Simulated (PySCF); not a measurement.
Computed XPS line lists of a few unrelated compounds.

Method used: delta-SCF UKS SCAN, pcX-2 on the ionised atom, pcseg-1 elsewhere, spin-free X2C (PySCF 2.14.0). Geometries: PBE0-D3(BJ)/def2-SVP; isolated species, one conformer each.

Line lists (1s up to Mg, 2p3/2 beyond, nothing for Br; areas count atoms within a level, one atom standing for each set equivalent by bonding):
1. B 1s: 196.78 eV; C 1s: 290.08 (area 1), 290.44 (area 2), 291.88 (area 1) eV; O 1s: 537.91 (area 1), 538.86 (area 1) eV
2. C 1s: 289.38 (area 1), 290.31 (area 1), 290.48 (area 2), 290.52 (area 1), 290.55 (area 1), 290.58 (area 1) eV
3. Si 2p3/2: 106.88 (area 1), 107.49 (area 1) eV

Structures:
A. `C=C(CC)C1CC1`
B. `[SiH3][SiH2]Br`
C. `B(OC(C)C)(C)O`

Task: Match each list to its structure.

Result: 
- 1 = C: no other candidate has this set of levels. B 1s: 196.78 three-coordinate boron; C 1s: 290.08 sp3 carbon bound to boron, 290.44 methyl carbon (×2), 291.88 sp3 carbon bound to oxygen; O 1s: 537.91 boron-bound oxygen, 538.86 boron-bound oxygen.
- 2 = A: no other candidate has this set of levels. C 1s: 289.38 terminal =CH2 carbon, 290.31 fully substituted alkene carbon, 290.48 three-membered-ring carbon (×2), 290.52 methyl carbon, 290.55 allylic carbon, 290.58 allylic carbon.
- 3 = B: no other candidate has this set of levels. Si 2p3/2: 106.88 SiH3 silicon, 107.49 SiH2 silicon.

The 2p values aren't plain energy differences: one relaxed spin-free 2p hole is combined with a matrix within the shell (ground-state 2p orbital-energy differences and spin–orbit coupling). 2p3/2, the mean of its two sublevels, lies a third of the splitting below the shell's mean and 2p1/2 two thirds above it; the statistical areas are 2:1. 1 of these hole states is spin-contaminated (⟨S²⟩ 0.87, against 0.75; counted from 0.85) and less certain.
